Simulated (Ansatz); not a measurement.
AlH5O3Se (`[OH][Al-]([OH])([OH])[SeH2+]`). Charge 0, multiplicity 1.

```xyz
10

O     1.543    0.498   -0.636
Al    0.313    0.204    0.514
O    -0.567    1.543    1.109
O     0.429   -1.212    1.464
Se   -1.627   -0.687   -1.097
H     2.307   -0.074   -0.684
H    -0.286    2.436    0.917
H     0.044   -1.249    2.338
H    -0.807   -1.722   -1.741
H    -1.350    0.262   -2.184
```

(1) List the harmonic frequencies (cm⁻¹, unscaled) at PBE0-D4/def2-TZVP in Ansatz. (Estimate.)

(2) Is this a minimum?

(3) Give the ideal-gas thermochemistry at 298.15 K and 1 bar (rigid rotor, harmonic oscillator; point group C1, symmetry number 1).

(4) And at 400, 500, 600, 800 and 1000 K?

(5) Rotational constants (cm⁻¹)?

## Answers

(1) The calculation gave: 66, 87, 100, 136, 203, 207, 262, 269, 278, 321, 392, 442, 633, 654, 658, 690, 890, 893, 1055, 2452, 2464, 3961, 3962, 3963.

(2) Yes, all 24 modes are real.

(3) Zero-point energy 149.8 kJ/mol; H(298) − E = 178.3 kJ/mol; entropy 409.5 J/(mol·K), of which translation 172.1, rotation 119.4, vibration 118.0; G(298) − E = 56.2 kJ/mol. Modes under 100 cm⁻¹ are hindered rotations or soft bends, so the harmonic entropy is rough.

(4) 
```json
{"T (K)": "400", "H − E (kJ/mol)": "193.7", "S (J/mol/K)": "453.7", "G − E (kJ/mol)": "12.2"}
{"T (K)": "500", "H − E (kJ/mol)": "210.0", "S (J/mol/K)": "490.2", "G − E (kJ/mol)": "-35.1"}
{"T (K)": "600", "H − E (kJ/mol)": "227.2", "S (J/mol/K)": "521.5", "G − E (kJ/mol)": "-85.7"}
{"T (K)": "800", "H − E (kJ/mol)": "263.4", "S (J/mol/K)": "573.5", "G − E (kJ/mol)": "-195.4"}
{"T (K)": "1000", "H − E (kJ/mol)": "301.3", "S (J/mol/K)": "615.7", "G − E (kJ/mol)": "-314.4"}
```

(5) 0.1068, 0.04234, 0.04216.
